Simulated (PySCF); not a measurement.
Vertical excitations of a molecule C₃H₉ClOSi from TDA-CAM-B3LYP/def2-SVPD run with PySCF, as energy in eV (oscillator strength): 7.54 (0.066), 7.98 (0.022), 8.16 (0.047), 8.28 (0.019), 8.47 (0.060), 8.70 (0.016). Lowest triplet (TDA): 7.30 eV. Geometry: B3LYP-D3(BJ)/def2-SVP. One conformer was computed; it need not be the lowest.

Problem. Which structure fits?
A) COC[Si@H](C)Cl
B) CO[SiH2]CCCl
C) COCC[SiH2]Cl
D) CC[Si@](C)(O)Cl

Solution. D, CC[Si@](C)(O)Cl
